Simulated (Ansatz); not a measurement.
`C=C([SiH3])[NH][AlH2]` and `C=C([SiH3])[SeH]` differ in one atom or group.

Ansatz, PBE0-D4/def2-TZVP geometries, multiplicity 1. Each molecule was computed in one conformer, which needn't be the lowest.

Scalar relativity is left out up to krypton. Spin–orbit coupling is left out; it splits and shifts lone-pair levels of the heavy atoms by tenths of an eV.

```json
{"property": "LUMO energy (PBE0/def2-TZVPP) / eV", "`C=C([SiH3])[NH][AlH2]`": "-1.17"}
{"property": "HOMO energy (B3LYP/def2-TZVPP) / eV", "`C=C([SiH3])[NH][AlH2]`": "-6.19"}
{"property": "LUMO energy (PBE/def2-TZVPP) / eV", "`C=C([SiH3])[NH][AlH2]`": "-1.94"}
{"property": "size of the dipole moment (B3LYP/def2-TZVPP) / D", "`C=C([SiH3])[NH][AlH2]`": "0.99"}
{"property": "HOMO–LUMO gap (ωB97M-V/def2-TZVPP) / eV", "`C=C([SiH3])[NH][AlH2]`": "8.98"}
{"property": "size of the dipole moment (PBE/def2-TZVPP) / D", "`C=C([SiH3])[NH][AlH2]`": "1.03"}
```

(1) What does the change do to each property? (Best estimate.)

## Answers

(1) Ansatz gave: 
```csv
property,`C=C([SiH3])[SeH]`,shift
LUMO energy (PBE0/def2-TZVPP) / eV,-0.67,0.50
HOMO energy (B3LYP/def2-TZVPP) / eV,-6.34,-0.15
LUMO energy (PBE/def2-TZVPP) / eV,-1.61,0.33
size of the dipole moment (B3LYP/def2-TZVPP) / D,0.56,-0.43
HOMO–LUMO gap (ωB97M-V/def2-TZVPP) / eV,10.06,1.08
size of the dipole moment (PBE/def2-TZVPP) / D,0.47,-0.56
```

With PBE0 the HOMO falls by 0.16 eV and the LUMO rises by 0.50 eV, so the gap widens by about 0.66 eV. PBE moves the HOMO by -0.12 eV and ωB97M-V by -0.13 eV. Dipoles are sizes alone; their direction can turn.

B3LYP here is the variant with VWN-RPA as its local correlation; programs differ in this.
